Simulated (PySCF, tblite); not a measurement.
Compound: C₆H₉PS.
SMILES with atom numbers: `[CH3:1][CH2:2][c:3]1[p:4][cH:5][c:6]([CH3:7])[s:8]1` (hydrogens: H9, H10, H11 on C1; H12, H13 on C2; H14 on C5; H15, H16, H17 on C7)

Structure used (GFN2-xTB), in Å, numbered top down from 1:
```
atom  x, y, z in Å
C1     2.8513    0.4969    0.3845
C2     2.1250   -0.3619   -0.6527
C3     0.6852   -0.5325   -0.2870
P4     0.0534   -1.8332    0.6290
C5    -1.5817   -1.1647    0.6424
C6    -1.8059    0.0116    0.0121
C7    -3.1084    0.7294   -0.0901
S8    -0.4169    0.7234   -0.7389
H9     2.3977    1.4841    0.4430
H10    3.8986    0.6102    0.1164
H11    2.7881    0.0281    1.3644
H12    2.2065    0.1093   -1.6356
H13    2.5977   -1.3458   -0.7009
H14   -2.3816   -1.6886    1.1431
H15   -3.0322    1.7222    0.3524
H16   -3.3978    0.8501   -1.1338
H17   -3.8859    0.1734    0.4276
```

The calculation used PBE0/pcSseg-1 in PySCF (dipole) on a GFN2-xTB geometry, gas phase.

Masses are those of the commonest isotopes; rigid-rotor values at the optimised geometry. The values belong to one conformer with, in the numbering `[CH3:1][CH2:2][c:3]1[p:4][cH:5][c:6]([CH3:7])[s:8]1`, C1–C2–C3–P4 -93°.

Question: What are A, B and C (GHz)?

Answer: Ia = 199.40, Ib = 453.58, Ic = 604.88 u·Å²; 505379 MHz·u·Å²/I gives 2534, 1114 and 835.5 MHz, that is A = 2.5345, B = 1.1142, C = 0.8355 GHz.

Question: What kind of rotor is it?

Answer: An asymmetric top: κ = (2 × 1114 − 2534 − 835.5)/(2534 − 835.5) = -0.67.

Question: What does the inertial defect say?

Answer: Not planar: Δ = Ic − Ia − Ib = -48.10 u·Å². For a rigid frame Δ = −2 Σ m c², so Σ m c² = 24.05 u·Å² lies off the ab plane: 8.66 from hydrogen and 15.39 from heavier atoms. The atom farthest from that plane is 1.50 Å away.

Question: Give the other two planar moments, Paa and Pbb, and the rms extents of the mass along the axes.

Answer: Paa = Σ m a² = (Ib + Ic − Ia)/2 = 429.53 and Pbb = Σ m b² = (Ia + Ic − Ib)/2 = 175.35 u·Å². With the mass M = 144.02 u, the rms extents √(P/M) along a, b and c are 1.73, 1.10, 0.41 Å.

Question: Predict some low-J microwave lines.

Answer: The dipole components are |μa| = 0.78 D, |μb| = 1.29 D, |μc| = 0.18 D. Intensities carry the squares of the components, which stand as 0.36 : 1.00 : 0.02 (a : b : c). Some lines, for components of 0.1 D or more:

```
type  branch         J(Ka,Kc)    MHz  lower level (cm⁻¹)
   c       Q  3(1,3) ← 3(0,3)    883               0.384
   a       Q  3(1,2) ← 3(1,3)   1669               0.414
   b       Q  1(1,0) ← 1(0,1)   1699               0.065
   a       R  1(0,1) ← 0(0,0)   1950               0.000
   b       Q  2(1,1) ← 2(0,2)   2015               0.194
   b       R  2(0,2) ← 1(1,1)   2442               0.112
   c       Q  3(2,2) ← 3(1,2)   3868               0.469
   b       Q  2(2,0) ← 2(1,1)   4298               0.261
   b       R  2(1,2) ← 1(0,1)   5041               0.065
   b       Q  2(2,1) ← 2(1,2)   5097               0.233
   a       R  3(1,3) ← 2(1,2)   5409               0.233
   b       Q  3(2,2) ← 3(1,3)   5537               0.414
   a       R  3(0,3) ← 2(0,2)   5705               0.194
   a       R  3(2,2) ← 2(2,1)   5849               0.403
   a       R  3(2,1) ← 2(2,0)   5993               0.404
   a       R  3(1,2) ← 2(1,1)   6242               0.261
   b       R  3(1,3) ← 2(0,2)   6588               0.194
   c       Q  3(3,1) ← 3(2,1)   7638               0.604
   b       Q  3(3,0) ← 3(2,1)   7642               0.604
   c       R  3(1,2) ← 2(0,2)   8257               0.194
   b       R  2(2,1) ← 1(1,0)   8439               0.122
   b       R  2(2,0) ← 1(1,1)   8755               0.112
   c       R  3(2,1) ← 2(1,1)  10291               0.261
   c       R  3(2,2) ← 2(1,2)  10946               0.233
   b       R  3(2,1) ← 2(1,2)  11127               0.233
   c       R  3(3,0) ← 2(2,0)  13635               0.404
```

Question: Estimate the classical rotational partition function at 10 K, 100 K and 298.15 K.

Answer: Point group C1, symmetry number σ = 1; q = (√π/σ)·√((kT/h)³/(ABC)), k/h = 20836.6 MHz/K: 3470 at 10 K, 110000 at 100 K, 565000 at 298.15 K.

Its GFN2-xTB frequencies are all real (lowest 36 cm⁻¹). Constants of a rigid frame at the computed geometry: no zero-point averaging, no centrifugal distortion. A rigid rotor knows nothing of internal rotation, which can split or shift real lines.
